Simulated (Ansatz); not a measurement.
Mulliken charges of `O=C=[N][SnH2][Cl]` from B3LYP/def2-TZVPP in Ansatz (PBE0-D4/def2-TZVP geometry).

```tsv
atom	x (Å)	y (Å)	z (Å)	charge (e)
O1	-0.338	-2.798	-1.056	-0.213
C2	-0.098	-1.895	-0.360	0.231
N3	0.170	-1.013	0.414	-0.416
Sn4	0.155	0.994	0.425	0.942
Cl5	-0.627	1.663	-1.653	-0.365
H6	-0.963	1.478	1.601	-0.090
H7	1.763	1.504	0.582	-0.090
```

Problem. By hand: the dipole of these point charges (1 e Å = 4.8032 D).

Solution. Σ q r = (0.282, 0.641, 0.777) e Å, of length 1.046 e Å = 5.02 D.

Problem. How does the dipole of the full density compare? (Estimate.)

Solution. Computed: (0.187, 0.500, 0.519) e Å, 3.58 D; the point charges give 1.40 times that, at 4° from its direction.

Point charges leave out the atoms' own dipoles, such as those of lone pairs, and Mulliken's split depends on the basis, so the two needn't agree.

B3LYP here is the variant with VWN-RPA as its local correlation; programs differ in this.
